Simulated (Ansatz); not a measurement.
Ansatz results at the PBE0-D4/def2-TZVP geometry: LUMO energy (PBE0/def2-TZVPP) -2.06 eV; HOMO–LUMO gap (PBE/def2-TZVPP) 2.59 eV; LUMO energy (B3LYP/def2-TZVPP) -2.23 eV.

Each molecule was computed in one conformer, which needn't be the lowest.

Problem. Which molecule gave them?
A. `[AlH2][N]([SiH3])[SiH3]`
B. `OC[Si](O)(O)O`
C. `N[SiH]([AlH2])[SiH3]`
D. `NC(F)=C=O`

Solution. C. The others give `OC[Si](O)(O)O`: 0.41, 5.38, 0.01; `NC(F)=C=O`: -1.47, 2.64, -1.75; `[AlH2][N]([SiH3])[SiH3]`: -1.21, 4.72, -1.41.

B3LYP here is the variant with VWN-RPA as its local correlation; programs differ in this.
